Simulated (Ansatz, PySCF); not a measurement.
Species: CaO (charge 0, singlet). 
Structure (B3LYP-D3(BJ)/def2-TZVP (Ansatz, a program for electronic structure) minimum search):
SMILES: [Ca]=[O]
```xyz
2

Ca     0.0000     0.0000    -0.5211
O      0.0000     0.0000     1.3028
```

Total electronic energies in hartree. Valence correlation only, unless marked. Spin-orbit coupling is left out. The frozen core is the preceding noble-gas configuration, with the filled d and f shells of earlier blocks. The outer core of K, Ca and their heavier congeners is not correlated, a term that matters for these elements. Non-relativistic. CBS marks a two-point X^-3 extrapolation of the correlation energy; Hartree-Fock from the larger set. [CCSD(T)-MP2]/basis is that difference in the basis named. The program attaches cautions to a run behind SCS-MP2/STO-3G: large difference.

The T1 diagnostic of CCSD in the largest basis is 0.037, which is high, so the coupled-cluster rows are less sure than usual.

```tsv
level	program	energy (Eh)
HF/def2-TZVPD	PySCF	-751.57212
SVWN5/def2-TZVPD	Ansatz	-750.46330
BLYP-D4/def2-TZVPD	Ansatz + dftd4	-752.83098
TPSS-D4/def2-TZVPD	PySCF + dftd4	-752.85469
r2SCANh-D4/def2-TZVPD	Ansatz + dftd4	-752.73119
RPA@PBE/def2-QZVPP	Ansatz	-752.03930
MP2/def2-QZVPPD	Ansatz	-751.92378
SCS-MP2/STO-3G	Ansatz	-743.65326
SCS-MP2/def2-QZVPP	Ansatz	-751.91210
CCSDT(Q)/def2-SVP	Ansatz	-751.63169
RI-MP2/CBS(def2-TZVPP,def2-QZVPP)+[CCSD(T)-MP2]/def2-SVP	Ansatz	-751.9375
RI-MP2/CBS(def2-TZVPP,def2-QZVPP)+[CCSD(T)-MP2]/def2-TZVPP	Ansatz	-751.9377
RI-MP2/CBS(def2-TZVPPD,def2-QZVPPD)+[CCSD(T)-MP2]/def2-TZVPPD	Ansatz	-751.9363
RI-MP2/CBS(def2-TZVPP,def2-QZVPP)+[CCSD(T)-MP2]/def2-QZVPP	Ansatz	-751.9366
CCSD(T)/CBS(def2-TZVPPD,def2-QZVPPD)	Ansatz	-751.9344
```

Totals of different functionals don't rank their quality; only differences between species are comparable.
